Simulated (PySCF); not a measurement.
**Working out the ionisation energy of Nb⁺**

Nb⁺ [Kr] 4d4 (5D) → Nb²⁺ [Kr] 4d3 (4F). Computed with PySCF 2.14 in aug-cc-pVDZ-PP with ECP28MDF (5s5p4d2f, 54 functions), with scalar relativity through the core potential. Frozen: 4s2 4p6. Energies in hartree (1 hartree = 27.21139 eV):

```tsv
part	Nb⁺ (lower)	Nb²⁺ (upper)
UHF	-55.927002	-55.445827
CCSD correlation	-0.032710	-0.012894
(T)	-0.000302	-0.000037
```

**Question.** What does Hartree-Fock give?

**Answer.** (-55.445827) − (-55.927002) = 0.481175 hartree = 13.093 eV.

**Question.** What do CCSD and CCSD(T) give?

**Answer.** The CCSD correlation energies differ by 0.019816 hartree = 0.539 eV and the triples by 0.000265 hartree = 0.007 eV, so CCSD gives 13.632 eV and CCSD(T) 13.639 eV.

Reference: 14.32 eV (semi-empirical (NIST evaluation); NIST Atomic Spectra Database, ionization energies), between the lowest levels; spin-orbit coupling is absent from the calculation.

A double-zeta basis recovers only part of the correlation energy.

What remains against the reference includes basis incompleteness, the frozen core and higher excitations.
